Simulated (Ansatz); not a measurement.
Start from `O[Si@@H](F)N[Si@@H](O)F` and change one atom or group to get `O[SiH](F)N[Si](O)(F)F`.

Ansatz, PBE0-D4/def2-TZVP geometries, multiplicity 1. Each molecule was computed in one conformer, which needn't be the lowest.

```
                            property  `O[Si@@H](F)N[Si@@H](O)F`
 HOMO energy (B3LYP/def2-TZVPP) / eV                      -8.25
 LUMO energy (B3LYP/def2-TZVPP) / eV                       0.13
   LUMO energy (PBE/def2-TZVPP) / eV                      -0.39
HOMO–LUMO gap (PBE0/def2-TZVPP) / eV                       9.01
   HOMO energy (PBE/def2-TZVPP) / eV                      -7.05
  LUMO energy (PBE0/def2-TZVPP) / eV                       0.49
```

Problem. Give the same properties after the change, and the shifts. (Best estimate.)

Solution. Computed: 
```csv
property,`O[SiH](F)N[Si](O)(F)F`,shift
HOMO energy (B3LYP/def2-TZVPP) / eV,-8.55,-0.30
LUMO energy (B3LYP/def2-TZVPP) / eV,0.02,-0.11
LUMO energy (PBE/def2-TZVPP) / eV,-0.48,-0.09
HOMO–LUMO gap (PBE0/def2-TZVPP) / eV,9.22,0.21
HOMO energy (PBE/def2-TZVPP) / eV,-7.30,-0.25
LUMO energy (PBE0/def2-TZVPP) / eV,0.39,-0.10
```

With PBE0 the HOMO falls by 0.31 eV and the LUMO falls by 0.10 eV, so the gap widens by about 0.21 eV. PBE moves the HOMO by -0.25 eV and ωB97M-V by -0.32 eV.

B3LYP here is the variant with VWN-RPA as its local correlation; programs differ in this.
